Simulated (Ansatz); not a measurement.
Consider the substitution at a C–O bond: `CO[SiH2]CN` + `CO[Si]O` → `CO[Si]OC` + `NC[SiH2]O`.

Computed with Ansatz on PBE0-D4/def2-TZVP structures; ΔE is electronic, products minus reactants. CCSD(T)/CBS is the MP2 limit (def2-TZVPP, def2-QZVPP) plus CCSD(T) − MP2 in def2-TZVPP, frozen cores. Functionals use def2-TZVPP. B3LYP here is the variant with VWN-RPA as its local correlation; programs differ in this. Each species was taken in one conformer, which may not be the lowest.

```
             level  ΔE (kJ/mol)  difference from CCSD(T)/CBS
            PBE-D4          6.4                         -3.2
         r2SCAN-D4          7.9                         -1.7
           PBE0-D4          8.1                         -1.5
          B3LYP-D4          6.5                         -3.1
           ωB97X-V          9.8                          0.2
           ωB97M-V          9.3                         -0.3
            B2PLYP          9.2                         -0.4
               PBE          7.5                         -2.1
            r2SCAN          8.0                         -1.6
              PBE0          9.0                         -0.6
             B3LYP          8.5                         -1.1
     HF/def2-TZVPP         13.1                          3.5
    MP2/def2-TZVPP         10.0                          0.4
SCS-MP2/def2-TZVPP         10.7                          1.1
   CCSD/def2-TZVPP         11.2                          1.6
CCSD(T)/def2-TZVPP         10.5                          0.9
     HF/def2-QZVPP         12.9                          3.3
    MP2/def2-QZVPP          9.5                         -0.1
SCS-MP2/def2-QZVPP         10.2                          0.6
      HF/CBS(def2)         12.9                          3.3
     MP2/CBS(def2)          9.2                         -0.4
    CCSD/CBS(def2)         10.4                          0.8
       CCSD(T)/CBS          9.6                            0
```

Largest T1 diagnostic among the species: 0.014.
